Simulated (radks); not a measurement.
Valence configurations of the antimony ion Sb3+ (all share [Kr]). Method: scalar-relativistic Kohn-Sham, PBEsol, spin-unpolarised, spherical densities, point nucleus; computed with a radial shooting solver on a logarithmic mesh with Libxc functionals. Energies are relative to 4d10 5s2; eigenvalues in eV.

valence	E (eV)	e(4d)	e(5p)	e(5s)
4d10 5s2	0.000	-62.765	-	-38.980
4d10 5s1.5 5p0.5	5.069	-63.435	-29.237	-39.398
4d9.5 5s2 5p0.5	17.503	-66.179	-30.040	-40.454
4d10 5p2	20.413	-65.402	-30.306	-
4d9.5 5s1.5 5p1	22.722	-66.831	-30.392	-40.853
4d9 5s2 5p1	36.137	-69.584	-31.162	-41.876
4d9 5s1.5 5p1.5	41.506	-70.219	-31.497	-42.258
4d9 5s1 5p2	46.898	-70.846	-31.825	-42.633
4d7 5s2 5p3	122.32	-83.124	-35.272	-47.172
4d5 5s2 5p5	227.68	-96.575	-39.004	-52.035

NIST lists [Kr] 4d10 5s2 as the ground configuration; this level of theory agrees among the configurations tried. The energies are those of spherical spin-averaged densities, not of single terms.
